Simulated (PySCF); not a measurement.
Gd(OH)3(NH3) at several levels of theory

Computed with PySCF 2.14.0 (density fitting, no spin-orbit coupling) at the geometry relaxed with TPSS:

```xyz
11
Gd(OH)3(NH3) (singlet in the valence; each metal's 4f electrons, 7 of them, lie in its core potential, out of spins and levels)
Gd    0.1640   -0.2089    0.2570
O     1.2104    1.3304    1.2274
H     1.7319    1.9671    1.7319
O    -1.4349   -1.1256    1.2643
H    -2.0943   -1.6002    1.7866
O     1.1426   -1.2767   -1.2626
H     1.6561   -1.8045   -1.8869
N    -1.2605    1.2827   -1.2620
H    -1.8726    1.9086   -0.7234
H    -0.6942    1.8836   -1.8742
H    -1.8738    0.7336   -1.8775
```

```csv
level,basis,state,HOMO (eV),gap (eV),charge on Gd1 (e),population of f-type functions on Gd1 (polarisation alone where 4f lies in the core),dipole about the centre of mass (D),largest force component (eV/Å)
TPSS,"Gd lcecp-1-SVP with ECP53, O def2-SVP, H def2-SVP, N def2-SVP",singlet,-5.35,4.62,0.82,0.08,4.17,0.02
CAM-B3LYP,the same,singlet,-8.39,8.78,0.90,0.09,4.24,0.31
PBE,the same,singlet,-5.28,4.31,0.69,0.08,4.17,0.06
BP86,the same,singlet,-5.38,4.53,0.70,0.08,4.19,0.08
M06-L,the same,singlet,-5.44,5.42,1.11,0.08,4.09,0.43
TPSS,"Gd lcecp-1-TZVP with ECP53, O def2-TZVP, H def2-TZVP, N def2-TZVP",singlet,-5.66,4.70,1.55,0.09,4.21,0.26
```

In the lcecp rows the 4f levels are missing from HOMO and gap, and the state counts the valence alone.

HOMO and gap are taken over both spins. Charges are Mulliken's, which hang on the basis. The relaxation used the grid (50, 194), these runs (75, 302) or, all-electron (x2c bases, spin-free X2C Hamiltonian), (99, 590).

Problem. What does PBE0 with Gd def2-SVP with ECP28, O def2-SVP, H def2-SVP, N def2-SVP give here?

Solution. state octet, HOMO (eV) -6.47, gap (eV) 6.03, charge on Gd1 (e) 1.17, population of f-type functions on Gd1 (polarisation alone where 4f lies in the core) 7.08, dipole about the centre of mass (D) 4.43, largest force component (eV/Å) 0.44. Time: 58 s on 2 threads of Arm Neoverse V2 (shared host), from free ions and atoms.

In the first row's basis the gap widens with exact exchange: 4.3 to 5.4 eV for PBE, BP86, TPSS, M06-L (none); 8.8 eV for CAM-B3LYP (rising or full at long range).

No frequency check is given that shows the relaxed geometry to be a minimum. An lcecp potential fixes the number of 4f electrons, so in runs with it no electron can move into or out of that shell.

Rows with open f shells in the valence may stand above their lowest state, and their gaps can end on f levels.
